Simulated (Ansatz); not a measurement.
Dissociation curve of Al(Me)2(OSiOH3), SMILES O[Si](O)([O][Al]([CH3])[CH3])O, singlet. The Al1–O10 bond (Al1 also carries C, C; O10 carries Si) is varied alone, starting from the PBE0/def2-SVP optimised geometry.

- RKS-PBE = restricted PBE/def2-SVP run with Ansatz (a program for electronic structure)
- UKS-PBE = unrestricted PBE/def2-SVP in Ansatz
- RKS-PBE0 = restricted PBE0/def2-SVP (Ansatz)
- UKS-PBE0 = unrestricted PBE0/def2-SVP in Ansatz

Energies relative to the lowest point of each curve near equilibrium, in eV; the last columns give the difference from UKS-PBE0:

| R / Å | RKS-PBE | UKS-PBE | RKS-PBE0 | UKS-PBE0 | RKS-PBE − UKS-PBE0 | UKS-PBE − UKS-PBE0 | RKS-PBE0 − UKS-PBE0 |
|---|---|---|---|---|---|---|---|
| 1.42 | 2.236 | 2.236 | 2.122 | 2.122 | 0.114 | 0.114 | 0.000 |
| 1.51 | 0.970 | 0.970 | 0.889 | 0.889 | 0.081 | 0.081 | 0.000 |
| 1.62 | 0.216 | 0.216 | 0.176 | 0.176 | 0.040 | 0.040 | 0.000 |
| 1.67 | 0.067 | 0.067 | 0.045 | 0.045 | 0.022 | 0.022 | 0.000 |
| 1.73 | 0.000 | 0.000 | 0.000 | 0.000 | 0.000 | 0.000 | 0.000 |
| 1.76 | 0.003 | 0.003 | 0.013 | 0.013 | -0.011 | -0.011 | 0.000 |
| 1.83 | 0.081 | 0.081 | 0.116 | 0.116 | -0.036 | -0.036 | 0.000 |
| 1.93 | 0.316 | 0.316 | 0.386 | 0.386 | -0.070 | -0.070 | 0.000 |
| 2.11 | 0.933 | 0.933 | 1.062 | 1.062 | -0.128 | -0.128 | 0.000 |
| 2.26 | 1.511 | 1.511 | 1.685 | 1.685 | -0.174 | -0.174 | 0.000 |
| 2.54 | 2.545 | 2.545 | 2.798 | 2.798 | -0.252 | -0.252 | 0.000 |
| 2.86 | 3.529 | 3.529 | 3.867 | 3.867 | -0.338 | -0.338 | 0.000 |
| 3.18 | 4.276 | 4.276 | 4.701 | 4.700 | -0.424 | -0.424 | 0.001 |
| 3.67 | 5.034 | 4.955 | 5.594 | 5.407 | -0.373 | -0.452 | 0.187 |
| 4.28 | 5.552 | 5.323 | 6.256 | 5.769 | -0.217 | -0.446 | 0.487 |
| 5.05 | 5.873 | 5.521 | 6.705 | 5.951 | -0.077 | -0.430 | 0.754 |

RKS-PBE is furthest from UKS-PBE0 at 3.18 (-0.424 eV, below); its mean absolute difference over the points is 0.147 eV.

UKS-PBE is furthest from UKS-PBE0 at 3.67 (-0.452 eV, below); its mean absolute difference over the points is 0.189 eV.

RKS-PBE0 is furthest from UKS-PBE0 at 5.05 (0.754 eV, above); its mean absolute difference over the points is 0.089 eV.

The restricted form behind RKS-PBE, RKS-PBE0 keeps the bonding electrons paired and can't separate into open-shell fragments. The unrestricted determinant behind UKS-PBE is spin-contaminated at 3.67 to 5.05 Å (<S²> up to 0.7, against 0.00 for a pure singlet). The unrestricted determinant behind UKS-PBE0 is spin-contaminated at 3.18 to 5.05 Å (<S²> up to 0.8, against 0.00 for a pure singlet).
